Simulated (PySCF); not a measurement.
This PySCF input asks for the NMR shieldings of SMILES [SiH3]CS[Si@@H](Cl)C1CC1, C$_{4}$H$_{11}$ClSSi$_{2}$; the geometry comes from GFN2-xTB.

```python
import basis_set_exchange as bse
import numpy as np
from pyscf import gto, dft
from pyscf.prop import nmr

atoms = """
Si   -3.441236    0.357752   -0.879511
C    -2.569911   -1.072738    0.024867
S    -0.871314   -1.379304   -0.586433
Si    0.255423    0.163789    0.382209
Cl   -0.440309    0.456135    2.264860
C     2.039533   -0.406094    0.423597
C     3.002727    0.104024   -0.612747
C     3.115358    0.576316    0.795589
H    -3.427511    0.080641   -2.313229
H    -4.805040    0.419885   -0.353668
H    -2.725246    1.602405   -0.592076
H    -2.504894   -0.911878    1.098629
H    -3.088537   -2.014640   -0.141601
H     0.090509    1.427074   -0.331657
H     2.209449   -1.427143    0.745676
H     2.636119    0.795267   -1.355797
H     3.748523   -0.578877   -0.990417
H     2.824209    1.591516    1.019837
H     3.942344    0.225122    1.394409
"""
names = dict.fromkeys(["Si", "C", "S", "Cl", "H"], "pcSseg-1")
basis = {el: gto.basis.parse(bse.get_basis(n, elements=[el], fmt="nwchem")) for el, n in names.items()}
mol = gto.M(atom=atoms, basis=basis, charge=0, verbose=0)
mf = dft.RKS(mol, xc="PBE0")
mf.grids.level = 2
mf.grids.alignment = dft.numint.BLKSIZE   # the property module wants whole blocks of grid points
mf.conv_tol = 1e-9
mf.kernel()

calc = nmr.RKS(mf)   # GIAO
C = mf.mo_coeff
Co = C[:, mf.mo_occ > 0]
resp = mf.gen_response(singlet=True, hermi=2)
def vind(x):   # induced exchange potential for any number of trial vectors
    d = np.einsum("pi,xij,qj->xpq", C, 2 * x.reshape(-1, C.shape[1], Co.shape[1]), Co, optimize=True)
    return np.einsum("xpq,pi,qj->xij", resp(d - d.transpose(0, 2, 1)), C, Co, optimize=True).ravel()
mo1, _ = nmr.rhf.solve_mo1(calc, with_cphf=vind)
sigma = calc.kernel(mo1)
for i, s in enumerate(sigma):   # ppm
    print("%2d %-2s %9.2f" % (i, mol.atom_pure_symbol(i), np.trace(s) / 3))
```

Question: What does it print?

Answer: 
```
 0 Si    423.23
 1 C     178.64
 2 S     640.56
 3 Si    327.05
 4 Cl    942.43
 5 C     184.18
 6 C     182.51
 7 C     183.74
 8 H      27.89
 9 H      27.67
10 H      27.82
11 H      29.47
12 H      29.83
13 H      26.46
14 H      31.59
15 H      31.37
16 H      30.99
17 H      31.31
18 H      30.92
```

These numbers come from an equivalent density-fitted implementation of the same equations, which agrees with the script to about 0.01 ppm for H and up to a few tenths of a ppm for heavy atoms, so last digits may differ.

Question: Turn these shieldings into chemical shifts. Shifts are taken against calculated references (same method and geometry level): TMS for ²⁹Si (349.16 ppm) and ¹³C (186.93 ppm) and ¹H (31.72 ppm); CS2 for ³³S (503.73 ppm); ³⁵Cl (949.78 ppm) against HCl.

Answer: Averaging equivalent atoms: Si 3: 22.1; Si 0: -74.1; C 1: 8.3; C 6: 4.4; C 7: 3.2; C 5: 2.7; S 2: -137; Cl 4: 7; H 13: 5.25; H 8/9/10: 3.92; H 11: 2.24; H 12: 1.89; H 18: 0.80; H 16: 0.73; H 17: 0.41; H 15: 0.35; H 14: 0.12 ppm. 

Size and cost of the density-fitted run: 219 basis functions, 48 s wall time on 1 thread of an Arm Neoverse V1, shared host; peak memory 1 GiB.
